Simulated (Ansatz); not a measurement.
Input file for Ansatz (a first-principles code): R-MP2/def2-TZVPPD on F3Y (SMILES [F][Y]([F])[F]), atoms moved off the minimum. Elements past Kr take the def2 small-core potentials; no spin–orbit coupling. Files ending in .json are basis or fitting sets from the Basis Set Exchange.

Ansatz 0.2 input:
```yaml
crystal:
  periodic: [false, false, false]
  atoms:
    - {symbol: Y, position_ang: [-0.10482248, 0.02106884, 0.05397412]}
    - {symbol: F, position_ang: [-1.58137152, -1.12203104, -0.02045350]}
    - {symbol: F, position_ang: [-0.01008624, 1.77085703, -0.82158394]}
    - {symbol: F, position_ang: [1.79182840, -0.82839228, 0.62063033]}
basis:
  gaussian:
    orbitals: def2-TZVPPD.json
magnetization: {spin_polarized: false}
correlation: {method: mp2, electrons: outside_noble_gas}
scf: {lower_state_search: off}
output: {forces: true}
```

The head of its log:

```
WARN ansatz: RAYON_NUM_THREADS=6 ignored (pool sized by the plan → 6); use --threads N
Functional definition: HF
these checks for a lower state are left out or cut short: starts, cluster_reference, orbital_swaps, neighbouring_geometries, increment
integrals: 0.22 GiB planned
1156 factors; integrals over basis functions are off by at most 7.9e-4 eV
mean field: 0.55 GiB planned
mean field evaluation 1: about -9153.5722 eV, gradient 6.0e1 eV
mean field evaluation 2: about -9153.6386 eV, gradient 6.0e1 eV
mean field evaluation 4: about -9159.1851 eV, gradient 1.7e0 eV
mean field evaluation 8: about -9159.2224 eV, gradient 2.6e-1 eV
mean field -9159.22265017 eV, -336.5952240495 hartree, gradient 3.0e-6 eV, S^2 0.000000; 0 other end points of the search recorded, 0 dependent functions left out
7 core orbitals not correlated, not the lowest: weight in the atoms' cores, before any rotation towards them, 0.709 or more for the frozen orbitals, at most 0.255 for the correlated occupied ones
reference -9159.22265017 eV, -336.5952240495 hartree; 12, 12 occupied and 157, 157 virtual orbitals, 1156 factors
densities: 0.60 GiB planned
```

**Question.** Give the final energy of this run.

**Answer.** -337.4384 hartree.
